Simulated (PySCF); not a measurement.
## Dipole response of La (lanthanum, neutral)

[Xe] 5d1 6s2, 2D determinant. All numbers are calculated (PySCF 2.14, the spin-free X2C one-electron Hamiltonian (Gaussian nucleus), in x2c-TZVPPall with one added diffuse shell each of s, p, d type (12s8p8d3f1g, 106 functions)). Coupled (time-dependent) response in atomic units; α is the mean over directions.

```
method  mean α (bohr³)         α xx, yy, zz  C₆ (like pair)  S(−4)
  PBE0           201.6  196.6, 196.6, 211.5            3414  21300
```

S(−4) is the Cauchy moment in α(ω) = α(0) + S(−4) ω² + …

Reference α: 215 ± 20 bohr³ (recommended; Schwerdtfeger and Nagle, table of static dipole polarizabilities (2023 update)). Published C₆: 3730 (Gould and Bucko (2016)).

Spin-orbit coupling is absent.

α(iu) at PBE0:

```
u (hartree)  α(iu) (bohr³)
          0          201.6
     0.0500          161.3
      0.100          106.1
      0.200          51.63
      0.300          31.77
      0.500          17.16
      0.750          10.42
       1.00          7.182
       1.50          4.096
       2.00          2.691
       3.00          1.464
       5.00         0.6659
```

A single London oscillator, α(iu) = α/(1 + u²/ω²), gives C₆ = (3/4) ω α². Matching the computed C₆ needs ω = 4 × 3414 / (3 × 201.6²) = 0.112 hartree.

The components differ because the open shell of this determinant is not spherical; for a pure term their mean is the scalar polarisability.

⟨L²⟩ = 8.68 against 6 for a pure D term, so this real determinant mixes terms. Spin-orbit coupling, absent here, splits the open shell strongly. ⟨S²⟩ = 1.42 against 0.75 shows spin contamination. The s, p, d and f populations moved away from the nominal configuration during the SCF.
